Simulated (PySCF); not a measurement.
**Basis and Hamiltonian dependence of the excitation energy of F+**

F+ [He] 2s2 2p4 (3P) → F+ [He] 2s2 2p3 3s1 (5S). All values are computed (PySCF 2.14, energy differences of UHF-based or UKS calculations, no spin-orbit coupling). Values in eV.

```
                                                            basis       Hamiltonian  functions     UHF  r2SCAN    PBE0  MP2 (valence)  CCSD(T) (valence)  CCSD(T) (valence and next inner shell)
                                                    aug-cc-pwCVDZ  non-relativistic         27  20.730  22.173  22.127         21.388             21.356                                  21.376
                                                       dyall-av2z  non-relativistic         42  20.696  22.171  22.095         21.444                n/a                                     n/a
                                                   aug-cc-pVTZ-DK     spin-free X2C         46  20.731  22.182  22.110         21.688                n/a                                     n/a
                                                    aug-cc-pwCVTZ  non-relativistic         59  20.722  22.191  22.114         21.701             21.702                                  21.733
                                                      def2-QZVPPD  non-relativistic         66  20.724  22.201  22.113         21.795             21.796                                  21.819
x2c-QZVPPall with one added diffuse shell each of s, p, d, f type     spin-free X2C         73  20.748  22.214  22.127         21.814             21.815                                  21.838
                                                   aug-cc-pVQZ-DK     spin-free X2C         80  20.683  22.168  22.082         21.765             21.767                                     n/a
                                                    aug-cc-pwCVQZ  non-relativistic        109  20.706  22.194  22.105         21.806                n/a                                     n/a
                                                  aug-cc-pCVQZ-DK     spin-free X2C        109  20.682  22.170  22.082         21.778                n/a                                     n/a
```

Frozen in the all-electron rows: valence and next inner shell: nothing; valence: 1s2.

Reference for a calculation without spin-orbit coupling: 21.862 eV (measured, between term centres; NIST).
